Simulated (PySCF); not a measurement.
Sulfur: a sound run and one with changed settings

Sound run: S⁺ [Ne] 3s2 3p3, S²⁺ [Ne] 3s2 3p2. Computed with PySCF 2.14 in cc-pV(D+d)Z (4s3p2d, 23 functions), with the non-relativistic Hamiltonian (point nucleus). In the sound run the correlated levels freeze [Ne]. The sound run starts from symmetry-adapted Hartree-Fock orbitals and uses a fine grid where one is needed.

Changed run: a valence shell is frozen. This setting is unsound on purpose.

```tsv
species	method	sound run (hartree)	changed run (hartree)	converged
S⁺	MP2	-397.22873	-397.17567	yes
S⁺	CCSD(T)	-397.24984	-397.18186	yes
S²⁺	MP2	-396.37712	-396.32879	yes
S²⁺	CCSD(T)	-396.40124	-396.33151	yes
```

Ionisation energy of S⁺:

| method | sound run (eV) | changed run (eV) |
| --- | --- | --- |
| UHF | 22.742 | 22.742 |
| MP2 | 23.173 | 23.045 |
| SCS-MP2 | 23.017 | 22.843 |
| CCSD | 23.088 | 23.139 |
| CCSD(T) | 23.092 | 23.139 |

Freezing a valence shell removes pair correlation that changes on ionisation.

For comparison, NIST gives 23.338 eV between the lowest levels.
